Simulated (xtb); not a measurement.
C$_{4}$H$_{10}$S, triplet, at the geometry of the source list (a higher spin typed on purpose: for a closed-shell molecule this is an excited state). Base run: xtb with GFN0-xTB.

Here is a job for xtb.
```
$ xtb mol.xyz --gfn 0 --uhf 2 --json

# file mol.xyz
15

C      0.03180000     1.27510000    -0.66970000
C      0.07440000     0.01580000     0.18590000
C      0.47900000    -1.19950000    -0.63810000
C     -1.26290000    -0.21700000     0.87770000
S      1.31560000     0.25750000     1.54380000
H     -0.72280000     1.16830000    -1.44670000
H     -0.21730000     2.14040000    -0.06000000
H      0.99360000     1.45440000    -1.14630000
H      0.54570000    -2.08190000    -0.00600000
H     -0.26180000    -1.38290000    -1.41400000
H      1.44490000    -1.04270000    -1.11440000
H     -1.21170000    -1.09570000     1.51650000
H     -1.52530000     0.63970000     1.49430000
H     -2.04520000    -0.36780000     0.13710000
H      2.36190000     0.43630000     0.74000000
```

Each row names what was changed in the base input (with any setting that the change needs).

```tsv
change	ΔE vs base (kJ/mol)
base	0.00
etemp = 5000	-31.6
acc = 1000	0.00
etemp = 10	0.00
acc = 30	0.00
```
